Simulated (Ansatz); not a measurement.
Reaction (ligand exchange at the Al–O bond): `[CH3][AlH][O][SiH2][SiH3]` + CH₃SH → `[CH3][AlH][S]C` + `O[SiH2][SiH3]`

Computed with Ansatz on PBE0-D4/def2-TZVP structures; ΔE is electronic, products minus reactants. CCSD(T)/CBS adds triple-zeta CCSD(T) − MP2 to the extrapolated MP2 energy (def2 sets, frozen cores). This one scheme is used for every species. Functionals use def2-TZVPP. B3LYP here is the variant with VWN-RPA as its local correlation; programs differ in this. Each species was taken in one conformer, which may not be the lowest.

| level | ΔE (kcal/mol) |
| --- | --- |
| PBE-D4 | 10.2 |
| PBE0-D4 | 11.0 |
| B3LYP-D4 | 14.1 |
| PBE | 9.8 |
| SCS-MP2/def2-TZVPP | 14.4 |
| MP2/def2-QZVPP | 13.0 |
| HF/CBS(def2) | 16.7 |
| CCSD/CBS(def2) | 13.6 |

**Question.** What does CCSD(T)/CBS give? (Best estimate.)

**Answer.** Computed: +12.9 kcal/mol. The listed levels differ from it by -2.7, -1.9, 1.2, -3.1, 1.5, 0.1, 3.8, 0.7 kcal/mol.

Largest T1 diagnostic among the species: 0.012.

In def2-TZVPP, CCSD(T) changes the Hartree–Fock value by −2.5 kcal/mol (the triples alone add −0.7 kcal/mol) and MP2 by −2.8 kcal/mol. From PBE to PBE0 (25 % exact exchange), in def2-TZVPP and without D4, ΔE moves by +0.8 kcal/mol.
